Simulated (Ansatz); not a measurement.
The first iterations of a band of H7PSi2Te (11 atoms, charge 0, multiplicity 1).

The calculation used RHF/def2-SVP in Ansatz 0.2.0.

* movable images: 5
* climbing image: yes
* spring: 5.0 eV/Å²
* optimiser: quadratic models (default)
* start path: IDPP
* force threshold: 0.2 eV/Å
* iteration limit: 60
* end points: relaxed

Initial state:

```xyz
11
Properties=species:S:1:pos:R:3
Si -1.052 1.263 0.461
Si 0.131 -0.274 -0.899
P 2.307 -0.606 -0.284
Te -1.078 -2.504 -0.951
H -2.409 1.495 -0.088
H -1.161 0.705 1.830
H -0.318 2.551 0.522
H 0.125 0.165 -2.315
H 2.017 -0.960 1.053
H 2.601 0.750 -0.003
H -1.096 -2.641 0.694
```

Final state:

```xyz
11
Properties=species:S:1:pos:R:3
Si -1.167 1.367 0.484
Si 0.093 -0.297 -0.637
P 2.137 -0.536 0.352
Te -1.131 -2.518 -0.571
H -2.445 1.587 -0.231
H -1.442 0.916 1.869
H -0.406 2.640 0.532
H 0.188 0.003 -2.086
H 2.706 -1.335 -0.662
H 2.670 0.692 -0.107
H -1.139 -2.577 1.077
```

| iteration | highest image above the first end (eV) | largest band force component (eV/Å) |
| --- | --- | --- |
| 1 | 1.347 | 1.709 |
| 2 | 1.178 | 0.934 |

Does the band converge within its limit, and where does its top end?

It converged. It ended after 5 iterations with the highest image 1.101 eV above the first end. The threshold of 0.2 eV/Å is loose, so the images may lie well off the minimum-energy path. The order of the stationary point at the top wasn't checked.

The run took 70 s on 2 threads of Arm Neoverse V1 (shared host), peak memory 0.29 GiB.
